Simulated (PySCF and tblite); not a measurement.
Values are calculated unless marked as measured or tabulated.
System: C₅H₉BOSi, numbered as in [CH3:1][BH:2][c:3]1[cH:4][c:5]([SiH3:6])[cH:7][o:8]1.

Motion: rotation about the B2–C3 bond (torsion C1–B2–C3–C4 from -180° to 0°, rising). GFN2-xTB gives an electronic barrier of 8.0 kcal/mol and a reaction energy of 0.1 kcal/mol.

(1) What does PBE0/pcSseg-1 + D3(BJ) give on GFN2-xTB geometries?

Programs: tblite and PySCF.

## Answers

(1) A barrier of 13.8 kcal/mol, 5.8 above the tight-binding barrier (from unrounded values), a reaction energy of 0.3 kcal/mol and, with GFN2-xTB thermal terms, ΔG‡(298 K) = 13.4 kcal/mol and k = 1900 s⁻¹ (2 equivalent paths).
